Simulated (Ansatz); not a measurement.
AlBH$_{8}$Si$_{2}$ (`[SiH3][BH][AlH][SiH3]`). The species carries charge 0 and has multiplicity 1. Geometry: relaxed with PBE0-D4/def2-TZVP. It is one conformer, not always the lowest.

```xyz
12

Si   -1.947   -1.402   -0.782
B    -0.960   -0.774    0.850
Al    1.087   -0.318    0.856
Si    1.857    1.882    0.052
H    -1.083   -1.990   -1.843
H    -3.043   -2.368   -0.491
H    -2.561   -0.160   -1.348
H    -1.657   -0.568    1.806
H     2.181   -1.392    1.294
H     0.737    2.823   -0.233
H     2.639    1.727   -1.210
H     2.752    2.540    1.048
```

(1) What is the dipole moment at ωB97M-V/def2-TZVPP? (Best estimate.)

(2) And with PBE, r2SCAN, B3LYP? (An estimate is asked.)

(3) Give the Mulliken charges with ωB97M-V, B3LYP, PBE in def2-TZVPP. (Estimate.)

## Answers

(1) Ansatz gave: 0.84 D, with components (-0.29, -0.37, 0.69) D in this frame, pointing from negative to positive charge.

(2) The calculation gave: PBE 0.57 D, r2SCAN 0.64 D, B3LYP 0.76 D.

(3) The calculation gave: 
```tsv
atom	ωB97M-V	B3LYP	PBE
Si1	0.04	0.12	0.06
B2	-0.13	0.00	0.01
Al3	0.30	0.29	0.27
Si4	-0.07	0.03	-0.03
H5	-0.04	-0.08	-0.06
H6	-0.03	-0.07	-0.05
H7	-0.02	-0.06	-0.04
H8	0.11	0.06	0.05
H9	-0.10	-0.13	-0.10
H10	-0.02	-0.06	-0.04
H11	-0.02	-0.06	-0.04
H12	-0.02	-0.06	-0.04
```

B3LYP here is the variant with VWN-RPA as its local correlation; programs differ in this.
